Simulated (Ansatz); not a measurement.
Correlation energies of ClFHISi (`F[SiH](Cl)I`) by basis set

```xyz
5

F    -0.873    0.940   -1.037
Si   -0.006   -0.050   -0.154
Cl   -1.268   -1.334    0.779
I     1.246    1.243    1.450
H     0.900   -0.799   -1.038
```

Charge 0, multiplicity 1. Correlated methods include outer-core shells of I, which these sets cover unevenly. I takes the def2 core potential. The structure was optimised at the PBE0-D4/def2-TZVP level. Frozen core, restricted reference, Ansatz 0.2.0.

| basis | HF (Eh) | MP2 corr. | CCSD corr. | (T) | CCSD(T) total |
| --- | --- | --- | --- | --- | --- |
| def2-SVP | -1144.93692 | -0.52673 | -0.55504 | -0.01125 | -1145.50321 |
| def2-TZVPP | -1145.34893 | ? | -1.04202 | ? | ? |
| def2-QZVPP | ? | ? | – | – | – |

Fill in the withheld values. (An estimate is asked.)

The calculation gave: def2-TZVPP MP2 corr.: -1.04898; def2-TZVPP (T): -0.03101; def2-TZVPP CCSD(T) total: -1146.42196; def2-QZVPP HF (Eh): -1145.37716; def2-QZVPP MP2 corr.: -1.27476.
